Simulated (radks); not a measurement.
Species: the lanthanum ion La21+. Configuration: [Kr]. Calculated with a radial shooting solver on a logarithmic mesh with Libxc functionals: non-relativistic Kohn-Sham, LB94 model potential, spin-polarised, spherical densities, point nucleus; relativity is left out, which matters for an element this heavy.

Unscreened Slater integrals over Kohn-Sham orbitals (eV). They are taken over the spin-up orbitals.

integral    value
F0(4p,4p)  38.291
F2(4p,4p)  20.160
F0(4p,4s)  38.483
G1(4p,4s)  26.233
F0(4p,3d)  48.894
F2(4p,3d)  13.221
G1(4p,3d)  4.2958
G3(4p,3d)  4.2776
F0(4p,3p)  48.042
F2(4p,3p)  14.297
G0(4p,3p)  3.7427
G2(4p,3p)  4.5457
F0(4s,4s)  38.692
F0(4s,3d)  49.071
G2(4s,3d)  4.2178
F0(4s,3p)  48.241
G1(4s,3p)  4.5647
F0(3d,3d)  96.267
F2(3d,3d)  48.777
F4(3d,3d)  31.308
F0(3d,3p)  89.517
F2(3d,3p)  43.107
G1(3d,3p)  47.453
G3(3d,3p)  31.148
F0(3p,3p)  85.412
F2(3p,3p)  43.233
